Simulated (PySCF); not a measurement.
[SbCl6]- (charge -1).
SMILES: `[Cl][Sb-]([Cl])([Cl])([Cl])([Cl])[Cl]`

The calculation used PBE0-D3(BJ)/def2-SVP geometry optimisation, gas phase, def2 core potentials past Kr (PySCF 2.14.0).

Masses are those of the commonest isotopes; rigid-rotor values at the optimised geometry. 

**Question.** What are A, B and C (MHz)?

**Answer.** Ia = 804.55, Ib = 805.55, Ic = 806.59 u·Å²; 505379 MHz·u·Å²/I gives A = 628.2, B = 627.4, C = 626.6 MHz.

**Question.** What kind of rotor is it?

**Answer.** A spherical top, as the point group Oh requires three equal moments; the computed ones differ by 0.25 % because the geometry is symmetric only within the optimiser's tolerance.

The point group Oh allows no dipole (computed: 0.00 D (about the centre of mass, as the species is charged)), so a rigid rotor has no electric-dipole lines.

**Question.** Estimate the classical rotational partition function at 100 K, 298.15 K and 500 K.

**Answer.** Point group Oh, symmetry number σ = 24; q = (√π/σ)·√((kT/h)³/(ABC)), k/h = 20836.6 MHz/K: 14100 at 100 K, 72800 at 298.15 K, 158000 at 500 K.

Whether it is a minimum is left open (no frequencies). The geometry's basis has no diffuse functions, a weakness for an anion. Zero-point vibration and centrifugal distortion are left out.
